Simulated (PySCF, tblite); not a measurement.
Isomers of C6H7F2S (doublet state). Level: GFN2-xTB in tblite, geometry and Hessian alike; calculated harmonic values, unscaled, isolated species. The method is semi-empirical: single wavenumbers can be off by several per cent or more. One conformer each. Open shells enter through the occupations alone, without spin polarisation, and single modes of such species can be off by tens of per cent.

Electronic energies: B3LYP/pcH-1 single points on the GFN2-xTB geometries (PySCF, gas phase).

```json
{"SMILES": "[H]/[C]=C(C)\\C=C/SC(F)F", "electronic energy, lowest = 0 (kJ/mol)": "59.4"}
{"SMILES": "CS[C@@]12[CH][C@@H](C1)C2(F)F", "electronic energy, lowest = 0 (kJ/mol)": "130.1"}
{"SMILES": "C=C(C)/[C]=C\\SC(F)F", "electronic energy, lowest = 0 (kJ/mol)": "0.0"}
```

Question: How do GFN2-xTB zero-point energies change the relative energies?

Answer: 
```
                       SMILES  ZPE (kJ/mol)  of it from modes above 1550 cm⁻¹  electronic (kJ/mol)  with ZPE, lowest = 0 (kJ/mol)  lowest mode (cm⁻¹)  rings
          C=C(C)/[C]=C\SC(F)F         286.8                             138.6                  0.0                            0.0                  14      0
      [H]/[C]=C(C)\C=C/SC(F)F         289.2                             147.3                 59.4                           61.8                  23      0
CS[C@@]12[CH][C@@H](C1)C2(F)F         296.4                             128.0                130.1                          139.7                  43      3
```

The zero-point energies span 9.6 kJ/mol, from `C=C(C)/[C]=C\SC(F)F` to `CS[C@@]12[CH][C@@H](C1)C2(F)F`. The order is unchanged.

Question: And how do the electronic energies of GFN2-xTB itself compare?

Answer: `C=C(C)/[C]=C\SC(F)F` 0.0; `[H]/[C]=C(C)\C=C/SC(F)F` 77.8; `CS[C@@]12[CH][C@@H](C1)C2(F)F` 53.8 kJ/mol, lowest = 0. Against the energies above, taken from the same isomer `C=C(C)/[C]=C\SC(F)F`, the largest difference is 76.3 kJ/mol.
